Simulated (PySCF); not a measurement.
# Dipole response of As⁺ (arsenic, charge +1)

[Ar] 3d10 4s2 4p2, high-spin 3P determinant. All numbers are calculated (PySCF 2.14, the spin-free X2C one-electron Hamiltonian (Gaussian nucleus), in dyall-av3z (24s17p11d2f, 144 functions)). Coupled (time-dependent) response in atomic units; α is the mean over directions.

```tsv
method	mean α (bohr³)	α xx, yy, zz	C₆ (like pair)	S(−4)
UHF	16.86	15.83, 17.37, 17.37	102.1	81.85
PBE	16.82	15.31, 17.57, 17.57	100.8	85.63
```

S(−4) is the Cauchy moment in α(ω) = α(0) + S(−4) ω² + …

Spin-orbit coupling is absent.

α(iu) at PBE:

```csv
u (hartree),α(iu) (bohr³)
0,16.82
0.0500,16.61
0.100,16.01
0.200,14.05
0.300,11.76
0.500,7.899
0.750,4.965
1.00,3.348
1.50,1.817
2.00,1.152
3.00,0.5953
5.00,0.2532
```

A single London oscillator, α(iu) = α/(1 + u²/ω²), gives C₆ = (3/4) ω α². Matching the computed C₆ needs ω = 4 × 100.8 / (3 × 16.82²) = 0.475 hartree.

For an ion, C₆ is the dispersion term alone; charge-induced terms of lower order in 1/R come first.

The components differ because the open shell of this determinant is not spherical; for a pure term their mean is the scalar polarisability.
